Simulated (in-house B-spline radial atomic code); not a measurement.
Configurations of La II (La+), with energies counted from [Xe] 5d2. Method: scalar-relativistic (X2C) BHandHLYP, spin-polarised, spherical fractional occupations, exact exchange averaged over the configuration, Fermi nucleus of rms radius 4.855 fm. Calculated with a radial B-spline atomic code at the basis-set limit. Shells without spins written out take the highest spin.

Occupations are held fixed; configurations that lie above the ionisation limit could autoionise.

```tsv
configuration	E - E(ref) (eV)	highest orbital	its <r> (bohr)
[Xe] 4f1 5d1	1.9741	4f up	1.376
[Kr] 4d10 5s2 5p5 5d2 6s1	19.279	6s up	3.939
[Kr] 4d9 5s2 5p6 5d3	104.79	5d up	2.61
[Kr] 4d9 5s2 5p6 5d2 5f1	113.64	5f up	8.334
[Kr] 4d9 5s2 5p6 5d2 6f1	114.81	6f up	14.37
```

Problem. Order these further configurations by energy, lowest first.
A. [Kr] 4d9 5s2 5p6 5d2 6s1
B. [Xe] 5d1 6s1
C. [Kr] 4d9 4f1 5s2 5p6 5d2
D. [Kr] 4d10 5s2 5p5 5d3
E. [Kr] 4d10 5s2 5p5 5d2 5f1

Solution. B (-0.0097425 eV), D (18.533 eV), E (27.1 eV), C (100.38 eV), A (105.71 eV).

Problem. Is the reference the lowest configuration at this level of theory?

Solution. No: [Xe] 5d1 6s1 lies 0.009742 eV lower with this functional.
